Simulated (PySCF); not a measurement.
C₆H₁₂NP.
Geometry (PBE0-D3(BJ)/def2-SVP, Å), atoms numbered from 1 in this order:
```
atom  x, y, z in Å
C1     2.7452   -0.2799   -1.1368
C2     1.3732   -0.7267   -0.7308
P3     0.3937    0.1490    0.2806
N4    -1.2171   -0.2886    0.1092
C5    -2.1635   -0.1991    1.1886
C6    -1.7851   -0.5535   -1.1921
C7     0.6165    0.9375    1.8681
C8     0.7895    1.7762    0.8304
H9     2.9149    0.7801   -0.8832
H10    2.9021   -0.3657   -2.2272
H11    3.5590   -0.8523   -0.6526
H12    1.0608   -1.7622   -0.8928
H13   -2.9194    0.5890    1.0088
H14   -1.6498    0.0336    2.1316
H15   -2.6987   -1.1564    1.3234
H16   -2.5238    0.2208   -1.4750
H17   -2.2979   -1.5317   -1.2062
H18   -0.9827   -0.5721   -1.9411
H19    0.7297    0.9873    2.9577
H20    1.0998    2.8156    0.6770
```

The closed-shell ground state was solved at several levels (PySCF, density fitting, gas phase, non-relativistic).

```tsv
level	basis functions	HOMO (eV)	LUMO (eV)	gap (eV)	dipole (D)
B3LYP/def2-SVPD	260	-4.61	-0.83	3.78	2.48
PBE0/pcSseg-1	203	-4.78	-0.52	4.26	2.56
```

Task: What might KT2/pcSseg-1 (203 basis functions) give for the same quantities?

Result: HOMO -3.84 eV, LUMO -1.51 eV, gap 2.33 eV, dipole 2.32 D.

Task: Over all these levels, which gives the widest orbital gap and which the narrowest?

Result: PBE0/pcSseg-1 (global hybrid, 25 % exact exchange) has the widest, 4.26 eV, and KT2/pcSseg-1 (GGA) the narrowest, 2.33 eV. The two share the basis. From the narrowest to the widest the HOMO moves by -0.94 eV and the LUMO by +0.99 eV.

Task: How far do the dipole and the HOMO energy spread over the levels?

Result: The dipole runs from 2.32 to 2.56 D (mean 2.45 D) and the HOMO from -4.78 to -3.84 eV.

One conformer stands for the species.
